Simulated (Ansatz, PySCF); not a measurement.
Species: digallium oxide, Ga2O, charge 0, multiplicity 1. 
Geometry from a B3LYP-D3(BJ)/def2-TZVP (Ansatz, a quantum-chemistry and plane-wave program) optimisation:
```
O
Ga 1 1.8134
Ga 1 1.8134 2 180.00
```

Quantity: atomisation energy (electronic, to ground-state atoms), in kJ/mol. Valence correlation only, unless marked. Open shells are spin-unrestricted. Spin-orbit coupling is left out. The frozen core is the preceding noble-gas configuration, with the filled d and f shells of earlier blocks. No relativistic terms. The coupled-cluster limit lacks core correlation, which all-electron functionals hold. Basis-set limits of correlation are two-point, X^-3; Hartree-Fock from the larger set. [CCSD(T)-MP2]/basis is that difference in the basis named.

| level | program | atomisation energy (kJ/mol) | minus last row |
|---|---|---|---|
| PBE-D3(BJ)/def2-TZVPD | Ansatz + dftd3 | 932.6 | 25.5 |
| BLYP-D3(BJ)/def2-TZVPD | Ansatz + dftd3 | 920.0 | 12.9 |
| r2SCAN-D3(BJ)/def2-TZVPD | Ansatz + dftd3 | 909.3 | 2.2 |
| PBE0-D3(BJ)/def2-TZVP | Ansatz + dftd3 | 880.9 | -26.2 |
| PBE0-D3(BJ)/def2-TZVPD | Ansatz + dftd3 | 882.4 | -24.7 |
| PBE0/def2-QZVPP | Ansatz | 873.7 | -33.4 |
| PW6B95-D3(BJ)/def2-TZVPD | PySCF + dftd3 | 900.6 | -6.5 |
| HSE06-D3(BJ)/def2-TZVPD | Ansatz + dftd3 | 882.9 | -24.2 |
| CAM-B3LYP-D3(BJ)/def2-TZVPD | Ansatz + dftd3 | 903.0 | -4.1 |
| CAM-B3LYP-D4/def2-TZVPD | Ansatz + dftd4 | 903.4 | -3.7 |
| B2GP-PLYP-D3(BJ)/def2-TZVPD | Ansatz + dftd3 | 907.8 | 0.7 |
| RPA@PBE/cc-pVTZ | Ansatz | 799.9 | -107.2 |
| MP2/6-31G | Ansatz | 858.7 | -48.4 |
| MP2/cc-pVTZ | Ansatz | 928.1 | 21.0 |
| SCS-MP2/6-31G | Ansatz | 841.3 | -65.8 |
| SCS-MP2/6-31G* | Ansatz | 843.8 | -63.3 |
| SCS-MP2/aug-cc-pVTZ | Ansatz | 915.2 | 8.1 |
| SCS-MP2/cc-pVTZ | Ansatz | 901.1 | -6.0 |
| CCSD(T)/cc-pVTZ | Ansatz | 870.7 | -36.4 |
| RI-MP2/CBS(cc-pVTZ,cc-pVQZ)+[CCSD(T)-MP2]/cc-pVDZ | Ansatz | 911.6 | 4.5 |
| CCSD(T)/CBS(aug-cc-pVTZ,aug-cc-pVQZ) | Ansatz | 907.1 | 0.0 |
